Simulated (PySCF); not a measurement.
Job file and geometry (Å, from GFN2-xTB) of a spin–spin coupling run on SMILES [CH3][Ga@H-]1[O]C(F)=CC=[O+]1, C4H6FGaO2, B3LYP/pcJ-1 Ga:pcSseg-1 indirect spin-spin coupling, non-relativistic, gas phase (PySCF); density fitting, a coarse starting grid and PySCF grid level 2 are the driver's defaults:

```
$ OMP_NUM_THREADS=1 python probes_run.py task.json out

{"job": {"kind": "j", "xc": "B3LYP", "basis": "pcJ-1"}, "charge": 0, "multiplicity": 1}
C      2.550005     0.186508    -0.385262
Ga     1.039477    -0.257587     0.875039
O     -0.339946     1.194511     0.720024
C     -1.479880     1.094855     0.249078
F     -2.198006     2.240270     0.267036
C     -2.124477    -0.005655    -0.298127
C     -1.457223    -1.215695    -0.388157
O     -0.272477    -1.440677    -0.010439
H      2.546187     1.257426    -0.602947
H      3.533721    -0.075528     0.005535
H      2.403538    -0.350280    -1.326280
H      0.927397    -0.666415     2.360733
H     -3.134156     0.100036    -0.653244
H     -1.994837    -2.062241    -0.835155
```

Problem. What does the program print?

Solution. 
```
coarse grid: 58632 points
cycle   1  E = -2330.8013108789  dE =  6.551e-01  |g| = 1.532e+00  |ddm| = 3.417e+00
cycle   2  E = -2330.0803333635  dE =  7.210e-01  |g| = 2.534e+00  |ddm| = 2.291e+00
cycle   3  E = -2331.0564874394  dE = -9.762e-01  |g| = 5.143e-01  |ddm| = 1.818e+00
cycle   4  E = -2331.1046720023  dE = -4.818e-02  |g| = 1.169e-01  |ddm| = 4.280e-01
cycle   5  E = -2331.1063992494  dE = -1.727e-03  |g| = 4.382e-02  |ddm| = 8.935e-02
cycle   6  E = -2331.1067630330  dE = -3.638e-04  |g| = 1.515e-02  |ddm| = 3.963e-02
cycle   7  E = -2331.1068023778  dE = -3.934e-05  |g| = 5.004e-03  |ddm| = 1.240e-02
cycle   8  E = -2331.1068066761  dE = -4.298e-06  |g| = 1.382e-03  |ddm| = 3.598e-03
final grid: 124376 points
cycle   9  E = -2331.1068423197  dE =  4.525e-07  |g| = 2.335e-03  |ddm| = 2.654e-03
cycle  10  E = -2331.1068402057  dE =  2.114e-06  |g| = 4.350e-03  |ddm| = 3.779e-03
cycle  11  E = -2331.1068430948  dE = -2.889e-06  |g| = 4.376e-04  |ddm| = 2.575e-03
cycle  12  E = -2331.1068431300  dE = -3.516e-08  |g| = 7.019e-05  |ddm| = 3.403e-04
cycle  13  E = -2331.1068431309  dE = -9.495e-10  |g| = 8.815e-06  |ddm| = 5.268e-05
converged SCF energy = -2331.1068431309

Indirect spin-spin couplings (Hz)
  i      j    bonds     total        FC       PSO       DSO        SD
  0 C    2 O    2     -3.166    -3.265     0.086     0.013         -
  0 C    3 C    3      0.156     0.205     0.008    -0.056         -
  0 C    6 C    3      0.150     0.195     0.029    -0.075         -
  0 C    7 O    2     -3.045    -3.163     0.094     0.024         -
  0 C    8 H    1    134.863   132.322     1.651     0.889         -
  0 C    9 H    1    138.868   136.402     1.621     0.845         -
  0 C   10 H    1    134.019   131.465     1.659     0.895         -
  0 C   11 H    2     33.997    34.972     0.107    -1.082         -
  0 C   12 H    5     -0.199    -0.111     0.198    -0.286         -
  0 C   13 H    4      0.288     0.389     0.183    -0.284         -
  2 O    3 C    1     18.275     7.556    10.925    -0.205         -
  2 O    4 F    2     15.861   -30.273    46.124     0.028    -0.019
  2 O    5 C    2      2.686     0.609     2.074     0.003         -
  2 O    6 C    3     -0.029    -0.080     0.066    -0.015         -
  2 O    8 H    3     -0.594    -0.553     0.114    -0.155         -
  2 O    9 H    3     -2.592    -2.755    -0.049     0.212         -
  2 O   10 H    3     -0.238    -0.323    -0.011     0.095         -
  2 O   11 H    2    -13.006   -13.217     0.122     0.089         -
  2 O   12 H    3     -0.765    -1.252     0.220     0.267         -
  3 C    4 F    1   -370.937  -329.558   -45.500     1.135     2.986
  3 C    5 C    1     91.502    96.502    -5.402     0.402         -
  3 C    6 C    2      1.560     1.292     0.177     0.091         -
  3 C    7 O    3     -1.193    -1.391     0.237    -0.039         -
  3 C   11 H    3      0.594     0.821     0.046    -0.273         -
  3 C   12 H    2     -1.244    -0.458    -0.803     0.017         -
  3 C   13 H    3     12.398    12.354     0.349    -0.305         -
  4 F    5 C    2     39.584    51.960   -13.155    -0.014     0.794
  4 F    6 C    3     20.215     7.601     8.394    -0.274     4.493
  4 F    7 O    4    -11.648    -0.931    -5.034     0.152    -5.835
  4 F    9 H    5      0.310     0.553     0.782    -1.045     0.021
  4 F   11 H    4      2.146     2.337     0.884    -1.093     0.018
  4 F   12 H    3     -2.011     2.034    -3.019     0.238    -1.265
  4 F   13 H    4     13.602    11.786     3.114    -1.269    -0.029
  5 C    6 C    1     68.813    75.260    -6.762     0.314         -
  5 C    7 O    2      4.393     1.040     3.354    -0.002         -
  5 C    9 H    5     -0.161    -0.006     0.184    -0.339         -
  5 C   11 H    4     -0.255    -0.051     0.059    -0.264         -
  5 C   12 H    1    179.736   177.935     0.687     1.114         -
  5 C   13 H    2     16.648    17.500    -0.685    -0.167         -
  6 C    7 O    1     27.504    14.157    13.504    -0.157         -
  6 C    9 H    4     -0.208    -0.041     0.227    -0.393         -
  6 C   11 H    3      0.658     0.892     0.119    -0.353         -
  6 C   12 H    2      5.438     6.650    -1.043    -0.168         -
  6 C   13 H    1    185.231   184.877    -0.781     1.135         -
  7 O    8 H    3     -1.382    -1.531    -0.038     0.187         -
  7 O    9 H    3     -1.203    -1.370    -0.026     0.193         -
  7 O   10 H    3     -0.624    -0.593     0.102    -0.133         -
  7 O   11 H    2    -14.010   -14.284     0.152     0.123         -
  7 O   12 H    3     -1.641    -2.615     0.727     0.247         -
  7 O   13 H    2    -14.802   -16.342     1.406     0.134         -
  8 H    9 H    2    -13.776   -14.765     2.970    -1.981         -
  8 H   10 H    2    -13.901   -14.937     2.866    -1.830         -
  8 H   11 H    3     -2.698    -0.406     1.015    -3.307         -
  8 H   12 H    6     -0.176     0.012     0.682    -0.871         -
  8 H   13 H    5     -0.302     0.006     0.838    -1.146         -
  9 H   10 H    2    -13.395   -14.383     2.959    -1.971         -
  9 H   11 H    3     -3.962    -2.685     0.379    -1.656         -
  9 H   12 H    6     -0.365    -0.018     0.916    -1.262         -
  9 H   13 H    5     -0.153     0.203     0.855    -1.212         -
 10 H   11 H    3     -0.869     1.718     1.207    -3.794         -
 11 H   12 H    5     -0.580    -0.170     0.969    -1.380         -
 11 H   13 H    4      0.403     0.847     0.978    -1.421         -
 12 H   13 H    3      5.129     5.181    -0.015    -0.037         -
```

Size and cost of the density-fitted run: 290 basis functions, 5 min wall time (4.2 min CPU) on 1 thread of an Intel Xeon, shared host; peak memory 1.3 GiB.
